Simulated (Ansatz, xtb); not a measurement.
# Two isomers of C4H3F2NS

Structure X: `FC(F)c1nccs1`, a singlet. Structure Y: `FC(F)c1cscn1`, a singlet. Both are isolated molecules in the gas phase, relaxed with B3LYP/def2-SVP; the shapes shown needn't be the lowest conformers.

X (Å):

```xyz
11

C    -2.0832    0.5018    1.7827
C    -0.6817    1.0353    1.8477
C     1.4869    1.0550    2.2234
C     1.3606    2.3395    1.7579
F    -2.9228    1.2588    2.5376
F    -2.5543    0.5371    0.5080
N     0.3268    0.3300    2.2689
S    -0.2859    2.6667    1.3547
H    -2.0979   -0.5378    2.1493
H     2.4242    0.5988    2.5463
H     2.1350    3.0949    1.6343
```

Y (Å):

```xyz
11

C    -3.6137    0.9009    1.8977
C    -2.3278    1.2517    1.2038
C    -1.6171    0.4111    0.3847
C    -0.6635    2.6152    0.7605
F    -3.3992    0.6957    3.2252
F    -4.1236   -0.2491    1.3800
N    -1.7831    2.4929    1.4058
S    -0.1875    1.2092   -0.1583
H    -4.3657    1.7029    1.7976
H    -1.8665   -0.6047    0.0862
H    -0.0434    3.5146    0.7631
```

Quicker runs give these differences E(Y) − E(X): GFN2-xTB −2.33 kcal/mol; HF/STO-3G −0.93 kcal/mol (at GFN2-xTB geometries); r2SCAN-D4/def2-SVP +0.07 kcal/mol (at GFN2-xTB geometries).

Problem. Estimate E(Y) − E(X) at the level CCSD(T)/def2-SVP + ΔMP2/def2-TZVPP.

Solution. Too close to call at this level: CCSD(T)/def2-SVP + ΔMP2/def2-TZVPP gives E(Y) − E(X) = −0.91 kcal/mol.

The same difference at several levels:

```csv
level,geometry,E(Y) − E(X) (kcal/mol),departure from the last row (kcal/mol),"job, with rough time for the two"
GFN2-xTB,GFN2-xTB,−2.33,−1.42,"optimisation, 0.14 s"
HF/STO-3G,GFN2-xTB,−0.93,−0.02,"single point, 0.36 s"
r2SCAN-D4/def2-SVP,GFN2-xTB,+0.07,+0.98,"single point, 3.4 s"
B3LYP/def2-SVP,B3LYP/def2-SVP,−1.01,−0.09,"optimisation, 65 s"
HF/def2-SVP,B3LYP/def2-SVP,−1.72,−0.80,part of the CCSD(T) run
MP2/def2-SVP,B3LYP/def2-SVP,−0.88,+0.03,part of the CCSD(T) run
CCSD(T)/def2-SVP,B3LYP/def2-SVP,−1.17,−0.25,single point
CCSD(T)/def2-SVP + ΔMP2/def2-TZVPP,B3LYP/def2-SVP,−0.91,,"single point, 59 s"
```

As drawn, both hold the same kinds of bond in the same numbers.

The largest departure from CCSD(T)/def2-SVP + ΔMP2/def2-TZVPP is that of GFN2-xTB, 1.42 kcal/mol. The last row adds to CCSD(T) the change of the MP2 difference between the two basis sets, here +0.25 kcal/mol.

With thermal terms from frequencies at re-optimised GFN2-xTB minima (ideal gas, soft modes damped towards free rotors, one conformer each, 298.15 K, 1 atm): on the last row, ΔE + ΔZPE = −0.92, ΔH = −0.93, ΔG = −0.96 kcal/mol.

The correlated steps freeze 12 core orbitals. Run with Ansatz 0.2.0, xtb 6.7.1; the last row on 4 threads of Arm Neoverse V1 on a shared host.
